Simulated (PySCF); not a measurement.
**Diatomics of F with group 14**

PBE0 with double-zeta basis sets in PySCF, for the lowest determinant that a PBE0 search found; no spin–orbit coupling. De refers to high-spin ground-configuration atoms. A positive dipole means M(−)F(+).

```
 M       basis  state (unpaired electrons)  Re (Å)  ωe (cm⁻¹)  De (eV)  μ (D)
 C   def2-SVPD               doublet (π ↑)   1.270       1341     5.85   0.79
Ge    def2-SVP               doublet (π ↑)   1.757        689     5.13  -1.78
Sn  x2c-SVPall               doublet (π ↑)   1.959        613     4.69  -2.61
Pb    def2-SVP               doublet (π ↑)   2.065        550     4.30  -3.46
```

The shortest bond is that of CF (1.270 Å), the longest that of PbF (2.065 Å). CF is bound most strongly (5.85 eV) and PbF least (4.30 eV).

The rows differ in basis set, which adds steps of its own.

Down a group the atoms grow and get heavier, so bonds lengthen and wavenumbers fall; this series shows no clear exception.

These are scalar-relativistic numbers at best; spin–orbit coupling would shift them, the dissociation energy most. States were picked by a PBE0 search and need not be the measured ground states.
